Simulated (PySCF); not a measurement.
## Working out the ionisation energy of Br²⁺

Br²⁺ [Ar] 3d10 4s2 4p3 (4S) → Br³⁺ [Ar] 3d10 4s2 4p2 (3P). All numbers are calculated (PySCF 2.14, a scalar-relativistic core potential, in cc-pVTZ-PP with ECP10MDF (5s4p3d1f, 39 functions)). Frozen: 3s2 3p6 3d10. Energies in hartree (1 hartree = 27.21139 eV):

```csv
part,Br²⁺ (lower),Br³⁺ (upper)
UHF,-414.352997,-413.080639
CCSD correlation,-0.094263,-0.076234
(T),-0.002336,-0.001395
```

What does Hartree-Fock give?

(-413.080639) − (-414.352997) = 1.272358 hartree = 34.623 eV.

What do CCSD and CCSD(T) give?

The CCSD correlation energies differ by 0.018029 hartree = 0.491 eV and the triples by 0.000941 hartree = 0.026 eV, so CCSD gives 35.114 eV and CCSD(T) 35.140 eV.

Reference: 34.871 ± 0.019 eV (measured; NIST Atomic Spectra Database, ionization energies), between the lowest levels; spin-orbit coupling is absent from the calculation.

What remains against the reference includes basis incompleteness, the frozen core and higher excitations.
